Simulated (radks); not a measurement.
Results of a calculation; reference values are marked as such.
Numerical settings for neutral bromine, [Ar] 3d10 4s2 4p5. Code: a radial shooting solver on a logarithmic mesh with Libxc functionals. Model: Dirac Kohn-Sham, BLYP, spin-unpolarised, spherical densities, finite nucleus; open shells fill j = l - 1/2 first; Fermi nuclear charge, rms radius 4.1629 fm. The defaults (mesh step 0.008 in ln r, mesh end at 40 bohr or more with all orbitals vanishing there, Anderson mixing 0.5 over 9 steps, residual threshold near 1e-9 with the energy settled to 1e-9 hartree or 1e-11 of itself, here a cap of 91 iterations) give E = -2607.0144 hartree and 4p3/2 at -7.523 eV in 16 iterations. Run on one thread of a shared host, so times are rough (Arm Neoverse V2): 0.1 s of CPU time, 0.1 s wall, 16 iterations on 2381 mesh points. Changes against that run (0 stands for a change within the tolerance of the run):

setting                     iterations         converged  E (mhartree)  e(4p3/2) (meV)  CPU (s)
mesh step in ln r 0.03              14               yes     +0.000394               0     0.03
mesh step in ln r 0.05              14               yes      +0.00578               0     0.02
mesh step in ln r 0.003             18               yes             0               0     0.26
mesh end (bohr) 1                   91  level above zero     +1.28e+05       +5.24e+05     0.56
mesh end (bohr) 8                   16               yes        +0.612           +38.7     0.09
residual threshold 0.01              9               yes             0           +1.47     0.07
residual threshold 1e-16            91                no             0               0     0.28
mixing 1.5                          18               yes             0               0      0.1
linear mixing, mixing 1             12                no      diverged               -     0.21
linear mixing, mixing 0.05          91                no      +0.00698           -39.4     0.46
mixing history 2                    28               yes             0               0     0.13
iteration cap 5                      5                no        +0.299            +123     0.04

Settled on a wrong energy, with an occupied level pushed above zero by the early mesh end: mesh end (bohr) 1 (+128 hartree). Apart from these: no run marked as converged misses the energy by more than 1 mhartree. A mesh that ends early acts as a hard wall.
